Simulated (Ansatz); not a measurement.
Cartesian coordinates in Å:
```
N 0.889 0.278 1.764
In -0.298 0.180 0.160
F -2.009 1.067 0.566
C -0.231 -0.421 -1.970
O 0.690 -1.004 -2.455
H 1.647 -0.379 1.867
H 0.432 0.429 2.652
H -1.121 -0.150 -2.583
```

Total charge 0; spin multiplicity 1. In takes the def2 core potential.

Q: List the PBE0/def2-TZVPP orbital energies in eV (the Gaussian-basis code of Ansatz). (Best estimate.)

A: The calculation gave: Occupied: -671.65, -523.79, -391.20, -281.43, -128.62, -85.13, -84.87, -84.80, -30.48, -30.32, -23.82, -21.71, -21.65, -21.61, -21.52, -21.17, -17.31, -13.80, -13.52, -13.07, -12.09, -11.64, -10.28, -9.91, -9.73, -7.78, -7.14. Lowest empty: -2.35, -1.30, -0.07, 0.29, 0.84, 2.09, 2.37, 2.62.
